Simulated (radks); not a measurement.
Valence configurations of La+ (all share [Xe]). Method: scalar-relativistic Kohn-Sham, PBE, spin-polarised, spherical densities, finite nucleus; open shells are filled with parallel spins first (spin-orbit coupling, left out, can overturn this in heavy ions); Fermi nuclear charge, rms radius 4.855 fm; computed with a radial shooting solver on a logarithmic mesh with Libxc functionals. Energies are relative to 5d2; eigenvalues in eV for spin up.

| valence | E (eV) | moment (Bohr magnetons) | e(4f) | e(5d) | e(6p) | e(6s) |
|---|---|---|---|---|---|---|
| 5d2 | 0.000 | 2 | - | -7.620 | - | - |
| 5d1 6s1 | -0.003 | 2 | - | -8.920 | - | -8.767 |
| 6s2 | 0.924 | 0 | - | - | - | -9.255 |
| 5d1 6p1 | 3.054 | 2 | - | -9.659 | -6.239 | - |
| 5d1.5 6p0.5 | 1.430 | 2 | - | -8.652 | -5.587 | - |
| 5d0.5 6s1 6p0.5 | 1.699 | 2 | - | -9.933 | -6.354 | -9.526 |
| 4f1 5d1 | 1.094 | 2 | -3.918 | -6.457 | - | - |
| 6p2 | 6.812 | 2 | - | - | -7.432 | - |
| 5d1 6s0.5 6p0.5 | 1.528 | 2 | - | -9.297 | -5.968 | -9.029 |
| 5d0.5 6p1.5 | 4.849 | 2 | - | -10.617 | -6.862 | - |

NIST lists [Xe] 5d2 as the ground configuration; this level of theory puts 5d1 6s1 lower, by 0.003 eV. The energies are those of spherical high-spin densities, not of single terms.
